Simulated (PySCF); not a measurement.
Compound: CH₈AlSb.
Bonds: C1–Al2, Al2–Sb3. Hydrogens: H4, H5, H6 on C1; H7, H8 on Al2; H9, H10, H11 on Sb3.

Method: PySCF 2.14.0, PBE0-D3(BJ)/def2-SVP geometry optimisation, gas phase, def2 core potentials past Kr; density fitting, grid level 1; the optimiser is geomeTRIC in internal coordinates, started from a GFN2-xTB structure with every atom displaced at random (about 0.01 Å).

Step 0: E = -14293.5642 eV
```
atom  x, y, z in Å  |  force x, y, z in eV/Å
C1     -1.6895    0.6949    0.4721    0.160   0.880  -0.888
Al2    -0.9394   -0.9297   -0.3467   -0.148   0.332   0.136
Sb3     1.7140   -0.0976   -0.1998    0.902   0.317   0.360
H4     -2.7718    0.6974    0.5422   -0.746  -0.264   0.004
H5     -1.3502    0.8987    1.4799    0.358  -0.043   0.683
H6     -1.4813    1.6364   -0.1061    0.074  -0.613   0.173
H7     -0.8523   -1.1479   -1.8960   -0.115   0.057  -0.510
H8     -0.6488   -2.2238    0.4793   -0.014  -0.416   0.408
H9      2.3729    1.3496    0.4312   -0.371   0.092   0.040
H10     2.7561    0.0364   -1.5066    0.032  -0.034  -0.564
H11     2.9283   -0.9400    0.6349   -0.132  -0.309   0.159
```

**Question.** Estimate the geometry and energy of step 1. (The exact step hangs on the optimiser's Hessian estimate; all steps are aligned on step 0, rigid shifts and turns removed.)

**Answer.** E = -14293.7396 eV, largest force 0.282 eV/Å
```
atom  x, y, z in Å  |  force x, y, z in eV/Å
C1     -1.7170    0.7187    0.4712    0.010   0.038   0.249
Al2    -0.9227   -0.9018   -0.3209    0.027  -0.177  -0.103
Sb3     1.8506   -0.1516   -0.2242    0.265   0.065  -0.071
H4     -2.8192    0.6630    0.5193    0.022  -0.107  -0.036
H5     -1.3737    0.9151    1.5042   -0.018  -0.044  -0.100
H6     -1.4871    1.6107   -0.1272    0.046   0.130  -0.088
H7     -0.9180   -1.0535   -1.9249   -0.043  -0.024   0.108
H8     -0.6712   -2.2261    0.5641   -0.081   0.102  -0.064
H9      2.2242    1.3645    0.4550    0.033   0.006  -0.007
H10     2.8495    0.0462   -1.6045   -0.161  -0.020   0.149
H11     3.0227   -1.0110    0.6722   -0.099   0.032  -0.037
```

The energy changes by -0.1754 eV. The first-order estimate −F·Δx gives -0.3826 eV and the mean of the old and new forces, exact on a quadratic surface, -0.1776 eV. The step makes an angle of 61° with the force vector and moves no atom by more than 0.151 Å.

The cost below is that of the whole optimisation. Time: 23 s wall; peak memory 0.41 GiB. Hardware: one thread, Arm Neoverse V1 (aarch64), on a shared host.
